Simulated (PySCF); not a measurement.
## Core-level binding energies of (F)1Al(OSiH2)2O

Species: (F)1Al(OSiH2)2O.
Z-matrix (Å and degrees, PBE0-D3(BJ)/def2-SVP geometry), rows numbered from 1:
```
Al
F   1  1.6463
O   1  1.6995  2  122.84
Si  3  1.6612  1  126.60  2  -178.15
O   4  1.6645  3  107.72  1    -2.15
Si  5  1.6645  4  136.59  3     2.39
O   6  1.6617  5  107.70  4    -1.60
H   4  1.4867  3  109.66  1   116.38
H   4  1.4860  3  109.84  1  -120.67
H   6  1.4868  5  109.12  4   117.42
H   6  1.4865  5  108.97  4  -120.72
```

Computed with delta-SCF UKS SCAN, pcX-2 on the ionised atom, pcseg-1 elsewhere, spin-free X2C (PySCF 2.14.0). These are vertical core ionisation energies against the vacuum level, from separate self-consistent calculations with and without the core hole.

Q: What binding energy does each computed site have?

A: 
```tsv
atom(s)	environment	level	binding energy (eV)	2p1/2 (eV)	above the level's lowest (eV)	count
Si4/Si6	silicon bonded to 2 O and 2 H	Si 1s	1848.33	–	0.00	2
Al1	aluminium bonded to F and 2 O	Al 1s	1568.92	–	0.00	1
F2	fluorine bonded to Al	F 1s	692.38	–	0.00	1
O5	oxygen bonded to 2 Si	O 1s	538.16	–	+0.04	1
O3/O7	oxygen bonded to Al and Si	O 1s	538.12	–	0.00	2
Si4/Si6	silicon bonded to 2 O and 2 H	Si 2p3/2	108.27	108.89	0.00	2
```

The 2 O 1s values lie within 0.04 eV of each other; Gaussian lines of 0.5 eV full width would blend them into one maximum.

Q: Which photon energy gives electrons from F 1s of F2 (atom 2) a kinetic energy of 100 eV, and what is their de Broglie wavelength?

A: hν = 692.38 + 100 = 792.38 eV, recoil neglected; λ = 12.264 Å/√(E/eV) = 1.23 Å.

Q: Which effective nuclear charge Zeff reproduces each element's mean 1s value in the hydrogen-like formula E = 13.606 eV × Zeff²?

A: O (Z = 8): mean 538.1 eV, Zeff = 6.29, Z − Zeff = 1.71; F (Z = 9): mean 692.4 eV, Zeff = 7.13, Z − Zeff = 1.87; Al (Z = 13): mean 1568.9 eV, Zeff = 10.74, Z − Zeff = 2.26; Si (Z = 14): mean 1848.3 eV, Zeff = 11.66, Z − Zeff = 2.34. Means run over the listed sites, weighted by atom count.

Atoms equivalent by their bonding share one computed value, that of the first of them. Spin–orbit coupling isn't in the SCF: each 2p doublet comes from a relaxed spin-free hole plus a matrix of the shell (mean-field spin–orbit coupling and the ground-state 2p splitting), with 2p3/2 averaged over its two sublevels. 2p1/2 minus 2p3/2 (ligand field included): Si 0.63 eV. The structure is a single PBE0-D3(BJ)/def2-SVP conformer in the gas phase; no vibrational or solvent corrections.
